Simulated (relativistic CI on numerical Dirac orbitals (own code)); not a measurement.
**Calculated levels, Os LXVI**

These numbers are calculated, not measured: Dirac-Coulomb-Breit CI, KLI orbitals optimised for each configuration, model QED (radiative potential, 1s self-energy scaled to tabulated hydrogen-like ionisation energies), unscaled Slater integrals (own radial code, finite nucleus).

Configuration list (outside the closed core [Ne]): 3s, 3p, 3d, 4s, 4p, 4d, 4f, 5s, 5p, 5d, 5f, 5g, 6s, 6p, 6d. Levels of other configurations are missing.

The lowest level is 3s 2S_1/2, with 100 % of that term; Hund's rules for 3s give 2S with J = 1/2, in agreement.

| No. | Configuration | Term | J | E (eV) | % | Landé g | Lifetime (s) |
| --- | --- | --- | --- | --- | --- | --- | --- |
| 1 | 3s | 2S | 1/2 | 0.00 | 100 | 1.982 |  |
| 2 | 3p | 2P° | 1/2 | 166.68 | 100 | 0.646 | 2.15e-11 |
| 3 | 3p | 2P° | 3/2 | 590.95 | 100 | 1.319 | 4.44e-13 |
| 4 | 3d | 2D | 3/2 | 784.04 | 100 | 0.785 | 5.51e-13 |
| 5 | 3d | 2D | 5/2 | 880.07 | 100 | 1.186 | 4.37e-12 |
| 6 | 4s | 2S | 1/2 | 3470.54 | 100 | 1.991 | 1.35e-14 |
| 7 | 4p | 2P° | 1/2 | 3539.33 | 100 | 0.655 | 1.11e-14 |
| 8 | 4p | 2P° | 3/2 | 3713.08 | 100 | 1.326 | 1.85e-14 |
| 9 | 4d | 2D | 3/2 | 3786.33 | 100 | 0.791 | 7.85e-15 |
| 10 | 4d | 2D | 5/2 | 3827.83 | 100 | 1.193 | 7.50e-15 |
| 11 | 4f | 2F° | 5/2 | 3866.04 | 100 | 0.849 | 3.58e-15 |
| 12 | 4f | 2F° | 7/2 | 3884.30 | 100 | 1.136 | 3.69e-15 |
| 13 | 5s | 2S | 1/2 | 5013.93 | 100 | 1.995 | 1.68e-14 |
| 14 | 5p | 2P° | 1/2 | 5048.43 | 100 | 0.659 | 1.40e-14 |
| 15 | 5p | 2P° | 3/2 | 5135.79 | 100 | 1.329 | 2.18e-14 |
| 16 | 5d | 2D | 3/2 | 5171.63 | 100 | 0.794 | 1.05e-14 |
| 17 | 5d | 2D | 5/2 | 5193.02 | 100 | 1.196 | 1.03e-14 |
| 18 | 5f | 2F° | 5/2 | 5211.96 | 100 | 0.852 | 6.76e-15 |
| 19 | 5f | 2F° | 7/2 | 5221.35 | 100 | 1.138 | 6.98e-15 |
| 20 | 5g | 2G | 7/2 | 5223.96 | 100 | 0.884 | 1.20e-14 |
| 21 | 5g | 2G | 9/2 | 5229.53 | 100 | 1.107 | 1.22e-14 |
| 22 | 6s | 2S | 1/2 | 5831.29 | 100 | 1.998 | 2.35e-14 |
| 23 | 6p | 2P° | 1/2 | 5850.94 | 100 | 0.661 | 1.96e-14 |
| 24 | 6p | 2P° | 3/2 | 5900.86 | 100 | 1.330 | 2.93e-14 |
| 25 | 6d | 2D | 3/2 | 5921.09 | 100 | 0.796 | 1.52e-14 |
| 26 | 6d | 2D | 5/2 | 5933.48 | 100 | 1.197 | 1.52e-14 |

Energies count from the lowest computed level; ° marks odd parity; lifetimes are radiative, by E1, M1, E2, M2 decay to levels of this space only.

The mean weight of the leading LS term, summed over parents, in these 26 levels is 100 %, and that of the leading jj configuration (from the same eigenvectors) 100 %.

At this charge energies of transitions that change n are usually good to better than 1 %, and those within a shell (Δn = 0) to a few per cent.
